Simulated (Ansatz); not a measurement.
Input file for Ansatz (an electronic-structure program): R-CCSD(T)/cc-pV(Q+d)Z on SiH4 (SMILES [SiH4]). The basis file is the Basis Set Exchange's JSON of that set.

Ansatz 0.2 input:
```yaml
crystal:
  periodic: [false, false, false]
  atoms:
    - {symbol: Si, position_ang: [0.00000000, -0.00000000, -0.00000000]}
    - {symbol: H, position_ang: [0.85467615, 0.85467615, 0.85467615]}
    - {symbol: H, position_ang: [-0.85467615, -0.85467615, 0.85467615]}
    - {symbol: H, position_ang: [-0.85467615, 0.85467615, -0.85467615]}
    - {symbol: H, position_ang: [0.85467615, -0.85467615, -0.85467615]}
basis:
  gaussian:
    orbitals: cc-pV_Q+d_Z.json
magnetization: {spin_polarized: false}
correlation: {method: ccsd_t, electrons: outside_noble_gas}
scf: {lower_state_search: off}
```

Program output:

```
WARN ansatz: RAYON_NUM_THREADS=4 ignored (pool sized by the plan → 4); use --threads N
Functional definition: HF
these checks for a lower state are left out or cut short: stability, starts, cluster_reference, orbital_swaps, neighbouring_geometries, increment
integrals: 0.65 GiB planned
1072 factors; integrals over basis functions are off by at most 6.4e-4 eV
mean field: 0.43 GiB planned
mean field evaluation 1: about -7925.1075 eV, gradient 1.0e1 eV
mean field evaluation 2: about -7925.1079 eV, gradient 1.0e1 eV
mean field evaluation 4: about -7925.7936 eV, gradient 3.5e-1 eV
mean field evaluation 8: about -7925.7943 eV, gradient 1.3e-5 eV
mean field -7925.79428636 eV, -291.2675677275 hartree, gradient 2.9e-6 eV, S^2 0.000000; 0 other end points of the search recorded, 0 dependent functions left out
5 core orbitals not correlated
reference -7925.79428636 eV, -291.2675677275 hartree; 4, 4 occupied and 175, 175 virtual orbitals, 1072 factors
second order -4.15860728 eV of doubles, -0.00000000 eV of singles
coupled cluster: 1.21 GiB planned
cycle   1  -4.68812228 eV  change   -5.3e-1 eV  update   5.4e-2
cycle   2  -4.90604063 eV  change   -2.2e-1 eV  update   1.9e-2
cycle   3  -4.91128041 eV  change   -5.2e-3 eV  update   4.4e-3
cycle   4  -4.90936855 eV  change    1.9e-3 eV  update   1.6e-3
cycle   5  -4.90919832 eV  change    1.7e-4 eV  update   4.3e-4
cycle   6  -4.90913928 eV  change    5.9e-5 eV  update   9.1e-5
cycle   7  -4.90915316 eV  change   -1.4e-5 eV  update   1.9e-5
cycle   8  -4.90916077 eV  change   -7.6e-6 eV  update   4.7e-6
perturbative correction -0.11589729 eV, -0.0042591469 hartree
Total energy: -7930.81934443 eV, -291.4522352052 hartree
Checks for a lower state left out: stability, starts, cluster_reference, orbital_swaps, neighbouring_geometries, increment
```

Self-consistency was reached.

Cost: around 18 core-seconds (rough).
